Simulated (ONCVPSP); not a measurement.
# Before and after: ONCV potential for nitrogen

* Element: N
* Generator: ONCVPSP 4.0.1
* Type: optimised norm-conserving Vanderbilt (ONCV)
* Functional: PBEsol
* Relativity: scalar-relativistic
* Frozen core: [He]
* Valence charge: 5
* Reference configuration: 2s2 2p2.5 (charge +0.5)
* Partial waves: 2s: rc 0.90 bohr, ncon 4, nbas 8, qcut 8.7 1/bohr, local; 2p: rc 1.75 bohr, ncon 4, nbas 7, qcut 8.6 1/bohr, 2 projectors, debl 3.2 Ha; d scattering state at 0.08 Ha: rc 1.50 bohr, ncon 4, nbas 9, qcut 6.3 1/bohr, 1 projector
* Local potential: the s channel
* Core correction: none

Change: all radii scaled by about 1.11 (s 1.00, p 1.94, d 1.66 bohr).

Cutoffs: the cutoffs (Ha) at which the residual kinetic energy of the hardest occupied pseudo-wave falls to 1 and 0.1 mHa per electron; they do not see the model core or the augmentation charge, which bear on the density cutoff. Errors are all-electron minus pseudo energies relative to the spin-unpolarised reference configuration.

**Question.** Predict the effect on cutoff, ghosts and configuration errors.

**Answer.** The potential gets neither clearly harder nor softer (30 Ha and 40 Ha → 29 Ha and 37 Ha); of the 4 tests that both files solve, the error grows in 4 and shrinks in 0 by more than 15 % and 0.3 meV (median size 83.2 → 111.1 meV); neither file shows a bound ghost. More of the atom is replaced by a form fitted at one configuration, so other configurations suffer.

```csv
quantity,base,changed
"cutoff, loose",30 Ha,29 Ha
"cutoff, tight",40 Ha,37 Ha
loose cutoff by channel,"s 30 Ha, p 23 Ha","s 29 Ha, p 21 Ha"
bound ghosts,none,none
GHOST(+) flags under 300 eV,none,none
"error for 2s2 2p3, meV [ΔE -5.06 eV]",+4.1,+5.6
"error for 2s2 2p2, meV [ΔE 8.46 eV]",+8.8,+12
"error for 2s2 2p1, meV [ΔE 37.20 eV]",+158,+210
"error for 2s1 2p0, meV [ΔE 161.60 eV]",+1377,+1709
```
